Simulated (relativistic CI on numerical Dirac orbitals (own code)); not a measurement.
**Pt6+: 4d photoemission**

Computed with this model: Dirac-Coulomb-Breit CI, separate exchange-only KLI orbitals for each configuration, model QED, valence Slater integrals scaled by 0.8, multiplet model of photoemission in the sudden approximation; configurations [Xe] 4f14 5d4 → [Kr] 4d9 4f14 5s2 5p6 5d4; 80 K; Lorentzian 4.9 eV and Gaussian 0.6 eV FWHM. Energies are those of the free ion, without screening or charge transfer. The energies are binding energies and can lie tens of eV above those of solids. S is read from ⟨S²⟩ = S(S + 1).

free ion: ground-state S = 1.59, centroid 423.49 eV. Peaks (eV, height): 416.4 (100), 434.4 (65).

Strongest unbroadened transitions for free ion:

```tsv
Energy (eV)	Relative strength
416.18	100.0
417.69	0.4
418.40	4.4
418.60	1.0
419.87	0.5
423.54	2.1
424.07	0.2
425.12	0.6
434.30	33.5
434.64	28.3
435.77	4.3
436.03	1.2
437.07	0.1
437.95	0.1
438.11	0.2
438.55	0.1
439.01	0.1
441.84	0.2
```
